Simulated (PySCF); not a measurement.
# Reading the logs of faulty runs: AlBClH4Si

These are calculations, not measurements. The program is PySCF 2.14.0, an open-source quantum chemistry code, run on an isolated molecule that a program drew, which may never have been made. The molecule is AlBClH4Si (charge 0, doublet), drawn as the SMILES string `[SiH3][BH][Al][Cl]`.

Each row is a Hartree-Fock (HF) and frozen-core CCSD(T) single point in the cc-pV(D+d)Z basis, meant for a local HF minimum. Run 1 is clean. Each other run has one planted mistake out of seven kinds, and not every kind appears here: one electron removed, one electron added, multiplicity raised by two, geometry at a saddle point, minimal basis STO-3G, one bond length entered in bohr, all coordinates scaled. The reference is restricted for singlets and unrestricted otherwise, and also for a bond in bohr. Adding or removing an electron swaps singlet and doublet. Electrons count all cores. HOMO and LUMO are orbital energies over both spins, the gradient is its largest component, and the lowest frequency (negative if imaginary) is given only where the gradient is small. Bond lengths are over the 7 bonds as drawn. T1 is the CCSD diagnostic: over 0.02 (restricted) or 0.045 (unrestricted) a single reference is doubtful.

Geometry of the clean run:
```xyz
8
AlBClH4Si, angstrom
Si    0.2990   -0.0658    1.3488
B    -1.6774    0.3945    1.5585
Al   -2.4940    1.6744    3.0633
Cl   -3.2347    0.9344    4.9235
H     0.8236    0.5071    0.0823
H     1.1420    0.4402    2.4611
H     0.4421   -1.5436    1.2973
H    -2.4197    0.0503    0.6760
```

| run | electrons | basis functions | <S^2> | HOMO (eV) | LUMO (eV) | gradient (hartree/bohr) | lowest frequency (cm^-1) | mean bond (Å) | longest bond (Å) | T1 | HF (hartree) | CCSD(T) (hartree) | mistake |
|---|---|---|---|---|---|---|---|---|---|---|---|---|---|
| 1 | 53 | 103 | 0.818 | -8.18 | 0.50 | 5.5e-06 | 46 | 1.7102 | 2.138 | 0.0259 | -1017.38297 | -1017.81424 | no fault |
| 2 | 53 | 36 | 0.782 | -5.24 | 5.93 | 3.2e-02 | - | 1.7102 | 2.138 | 0.0198 | -1005.90874 | -1006.04380 | minimal basis STO-3G |
| 3 | 52 | 103 | 0.000 | -15.90 | -6.44 | 3.7e-02 | - | 1.7102 | 2.138 | 0.0183 | -1017.11407 | -1017.54384 | one electron removed |
| 4 | 53 | 103 | 3.772 | -7.66 | -1.98 | 2.2e-02 | - | 1.7102 | 2.138 | 0.0237 | -1017.28809 | -1017.70892 | ? |

**Which mistake was planted in run 4, and what did it cost?**

Electrons, basis and geometry are unchanged, and <S^2> is 3.772, beside S(S+1) = 3.75 for a multiplicity of 4. So the mistake is: multiplicity raised by two. Subtracting run 1 and multiplying by 627.51 kcal/mol a hartree, the energy moved by 59.5 kcal/mol in HF and 66.1 kcal/mol in CCSD(T).

